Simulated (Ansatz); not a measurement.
Steps of a relaxation of C2H9OSbSi, SMILES `CC[O][SbH][SiH3]` with RKS PBE0-D4/def2-TZVP.

```sh
$ ansatz run in.yaml --threads 4 --pin off --events-out ev --progress --plain --max-ram 11315MiB
```

```yaml
crystal:
  periodic: [false, false, false]
  atoms:
    - {symbol: C, position_ang: [-1.448773, 1.229450, 1.571604]}
    - {symbol: C, position_ang: [-0.104838, 1.066015, 0.876798]}
    - {symbol: O, position_ang: [-0.352807, 0.741025, -0.482175]}
    - {symbol: Sb, position_ang: [1.307706, 0.480170, -1.656342]}
    - {symbol: Si, position_ang: [1.185194, -2.105238, -1.278546]}
    - {symbol: H, position_ang: [-2.037489, 2.033625, 1.086993]}
    - {symbol: H, position_ang: [-1.312565, 1.486606, 2.642081]}
    - {symbol: H, position_ang: [-2.034088, 0.290323, 1.504160]}
    - {symbol: H, position_ang: [0.489680, 2.009829, 0.981946]}
    - {symbol: H, position_ang: [0.486603, 0.268048, 1.396229]}
    - {symbol: H, position_ang: [0.324342, 0.309845, -3.077476]}
    - {symbol: H, position_ang: [-0.202109, -2.607365, -1.568679]}
    - {symbol: H, position_ang: [2.177720, -2.852206, -2.134625]}
    - {symbol: H, position_ang: [1.508425, -2.379329, 0.166731]}
basis:
  gaussian: {orbitals: def2-TZVP}
hamiltonian: {xc: pbe0, dispersion: d4}
relax: {f_tol: 0.005, max_steps: 150}
```

Positions (Å) and forces (eV/Å) along the path, 10 of 22 steps:

```xyz
14
step=1 energy=-18676.9799 eV
C    -1.449    1.229    1.572   -0.228    0.005    0.052
C    -0.105    1.066    0.877    0.214    0.046    0.217
O    -0.353    0.741   -0.482    0.923    0.012   -0.171
Sb    1.308    0.480   -1.656   -1.065   -0.192    0.365
Si    1.185   -2.105   -1.279    0.003   -0.145    0.044
H    -2.037    2.034    1.087    0.295   -0.373    0.233
H    -1.313    1.487    2.642   -0.043   -0.126   -0.509
H    -2.034    0.290    1.504    0.300    0.451    0.044
H     0.490    2.010    0.982   -0.322   -0.472   -0.154
H     0.487    0.268    1.396   -0.319    0.357   -0.335
H     0.324    0.310   -3.077    0.206    0.062    0.285
H    -0.202   -2.607   -1.569    0.304    0.124    0.052
H     2.178   -2.852   -2.135   -0.211    0.188    0.180
H     1.508   -2.379    0.167   -0.055    0.062   -0.303
14
step=2 energy=-18677.0507 eV
C    -1.439    1.228    1.558   -0.033    0.006    0.032
C    -0.106    1.048    0.862   -0.022    0.038    0.167
O    -0.358    0.728   -0.490    0.181   -0.012    0.020
Sb    1.258    0.439   -1.616    0.130    0.420    0.185
Si    1.187   -2.087   -1.265   -0.100   -0.387    0.038
H    -2.010    2.035    1.084    0.090   -0.111    0.067
H    -1.293    1.478    2.617   -0.017   -0.033   -0.144
H    -2.031    0.307    1.493    0.095    0.129    0.013
H     0.494    1.974    0.953   -0.107   -0.160   -0.055
H     0.470    0.247    1.366   -0.109    0.123   -0.101
H     0.317    0.321   -3.016   -0.129   -0.046   -0.228
H    -0.187   -2.575   -1.563    0.078   -0.040    0.036
H     2.174   -2.811   -2.121   -0.045    0.071    0.043
H     1.510   -2.362    0.166   -0.011    0.002   -0.073
14
step=11 energy=-18677.0690 eV
C    -1.467    1.301    1.566    0.013   -0.005   -0.035
C    -0.135    1.048    0.900   -0.016    0.012    0.048
O    -0.365    0.710   -0.450    0.012   -0.008   -0.009
Sb    1.243    0.432   -1.575   -0.001    0.000   -0.003
Si    1.223   -2.145   -1.301    0.011   -0.019   -0.002
H    -1.992    2.117    1.066    0.005   -0.011    0.009
H    -1.328    1.567    2.617    0.006   -0.001    0.002
H    -2.093    0.407    1.513    0.006    0.011    0.001
H     0.500    1.945    0.981   -0.010   -0.011   -0.004
H     0.393    0.236    1.426   -0.011    0.009   -0.011
H     0.301    0.299   -2.996   -0.002    0.002    0.001
H    -0.134   -2.700   -1.544    0.012    0.004    0.004
H     2.191   -2.757   -2.257   -0.020    0.011    0.019
H     1.650   -2.490    0.083   -0.005    0.005   -0.019
14
step=12 energy=-18677.0691 eV
C    -1.470    1.306    1.564    0.008   -0.004   -0.027
C    -0.137    1.042    0.904   -0.009    0.010    0.034
O    -0.365    0.700   -0.446    0.004    0.004   -0.005
Sb    1.244    0.433   -1.573   -0.008   -0.014    0.002
Si    1.226   -2.144   -1.303    0.021   -0.019   -0.001
H    -1.988    2.125    1.060    0.006   -0.013    0.009
H    -1.331    1.574    2.615    0.002   -0.001    0.000
H    -2.102    0.417    1.512    0.006    0.012    0.000
H     0.503    1.936    0.983   -0.009   -0.011   -0.001
H     0.384    0.229    1.434   -0.009    0.011   -0.010
H     0.301    0.300   -2.994   -0.003    0.003    0.000
H    -0.133   -2.702   -1.529    0.010    0.011    0.002
H     2.182   -2.755   -2.271   -0.014    0.006    0.014
H     1.672   -2.490    0.075   -0.006    0.005   -0.018
14
step=13 energy=-18677.0691 eV
C    -1.474    1.314    1.562    0.000   -0.002   -0.010
C    -0.142    1.035    0.909    0.004    0.001    0.007
O    -0.367    0.690   -0.441   -0.004   -0.001   -0.005
Sb    1.241    0.432   -1.572    0.014    0.010    0.006
Si    1.240   -2.146   -1.307   -0.015   -0.024    0.006
H    -1.982    2.138    1.056    0.007   -0.013    0.007
H    -1.336    1.582    2.613   -0.004    0.000   -0.002
H    -2.116    0.432    1.509    0.007    0.012   -0.001
H     0.506    1.922    0.987   -0.005   -0.011    0.003
H     0.368    0.218    1.443   -0.005    0.014   -0.006
H     0.296    0.302   -2.992   -0.004   -0.007    0.003
H    -0.127   -2.694   -1.511    0.013   -0.001    0.002
H     2.175   -2.762   -2.290   -0.005    0.013    0.006
H     1.704   -2.495    0.063   -0.004    0.009   -0.017
14
step=14 energy=-18677.0692 eV
C    -1.473    1.312    1.562    0.003   -0.001   -0.009
C    -0.140    1.039    0.907   -0.001    0.001    0.010
O    -0.365    0.695   -0.443    0.000    0.001   -0.001
Sb    1.243    0.431   -1.572   -0.001    0.001   -0.002
Si    1.234   -2.147   -1.307    0.000   -0.009    0.007
H    -1.984    2.134    1.058    0.005   -0.008    0.005
H    -1.335    1.579    2.613   -0.002    0.000   -0.001
H    -2.111    0.427    1.509    0.005    0.008   -0.001
H     0.505    1.928    0.987   -0.004   -0.007    0.001
H     0.373    0.223    1.440   -0.004    0.009   -0.004
H     0.297    0.300   -2.991    0.000    0.000    0.001
H    -0.129   -2.700   -1.517    0.009    0.002    0.001
H     2.178   -2.758   -2.284   -0.006    0.005    0.006
H     1.694   -2.492    0.066   -0.003    0.000   -0.012
14
step=17 energy=-18677.0692 eV
C    -1.472    1.313    1.562   -0.003    0.000    0.001
C    -0.141    1.037    0.907    0.002   -0.001   -0.005
O    -0.367    0.702   -0.446    0.002   -0.001    0.001
Sb    1.240    0.432   -1.574    0.000    0.002   -0.001
Si    1.235   -2.145   -1.304    0.001   -0.002   -0.002
H    -1.979    2.140    1.061    0.001    0.000    0.000
H    -1.336    1.573    2.615    0.001   -0.001   -0.001
H    -2.115    0.432    1.502   -0.001    0.001    0.000
H     0.509    1.922    0.991   -0.001    0.001    0.003
H     0.368    0.216    1.435   -0.001    0.001    0.001
H     0.294    0.296   -2.992   -0.001    0.000    0.001
H    -0.126   -2.703   -1.511   -0.001    0.000    0.001
H     2.177   -2.753   -2.284    0.000    0.001    0.000
H     1.700   -2.492    0.067    0.000    0.000    0.001
14
step=19 energy=-18677.0693 eV
C    -1.474    1.317    1.560   -0.006    0.001    0.004
C    -0.143    1.032    0.908    0.005   -0.004   -0.014
O    -0.369    0.700   -0.445   -0.001    0.002    0.007
Sb    1.238    0.433   -1.575    0.001   -0.001    0.000
Si    1.240   -2.144   -1.304   -0.002    0.002    0.001
H    -1.972    2.151    1.061    0.001    0.000    0.000
H    -1.338    1.573    2.614    0.000    0.000   -0.001
H    -2.124    0.443    1.496    0.000    0.001    0.000
H     0.513    1.911    0.996    0.000    0.001    0.002
H     0.358    0.205    1.436    0.000    0.000    0.001
H     0.289    0.293   -2.991    0.000    0.000    0.000
H    -0.123   -2.703   -1.497    0.000    0.000    0.000
H     2.173   -2.750   -2.294    0.001   -0.001   -0.002
H     1.718   -2.491    0.062    0.001    0.000    0.001
14
step=20 energy=-18677.0693 eV
C    -1.475    1.320    1.559   -0.006    0.000    0.003
C    -0.145    1.028    0.909    0.004   -0.004   -0.012
O    -0.370    0.702   -0.446    0.000    0.003    0.009
Sb    1.236    0.434   -1.576   -0.001   -0.001   -0.002
Si    1.243   -2.143   -1.303   -0.001    0.000    0.001
H    -1.966    2.159    1.062    0.002   -0.002    0.001
H    -1.339    1.572    2.614    0.000    0.000   -0.001
H    -2.131    0.450    1.491    0.002    0.002    0.000
H     0.517    1.903    1.000   -0.001   -0.001    0.001
H     0.350    0.197    1.435   -0.001    0.001    0.000
H     0.285    0.290   -2.991    0.001    0.000    0.000
H    -0.120   -2.704   -1.488    0.001    0.000    0.000
H     2.171   -2.747   -2.298    0.000    0.000    0.000
H     1.730   -2.489    0.060    0.000    0.000    0.000
14
step=22 energy=-18677.0693 eV
C    -1.475    1.321    1.559   -0.003    0.000    0.001
C    -0.145    1.027    0.908    0.002   -0.001   -0.004
O    -0.371    0.704   -0.447   -0.001    0.000    0.001
Sb    1.234    0.435   -1.577    0.001   -0.003   -0.001
Si    1.243   -2.142   -1.302    0.002    0.000    0.003
H    -1.964    2.161    1.063    0.001   -0.001    0.001
H    -1.338    1.570    2.615    0.000    0.000   -0.001
H    -2.133    0.452    1.489    0.001    0.001    0.000
H     0.519    1.900    1.002   -0.001   -0.001    0.000
H     0.348    0.194    1.433   -0.001    0.001    0.000
H     0.285    0.287   -2.992   -0.002    0.003    0.000
H    -0.119   -2.704   -1.486    0.000    0.001    0.000
H     2.171   -2.746   -2.298    0.000    0.001    0.000
H     1.732   -2.487    0.061    0.000   -0.001    0.000
```

Run time 4.2 min (4 threads of an AMD EPYC 7R43 on a shared host); peak host memory 0.79 GiB.
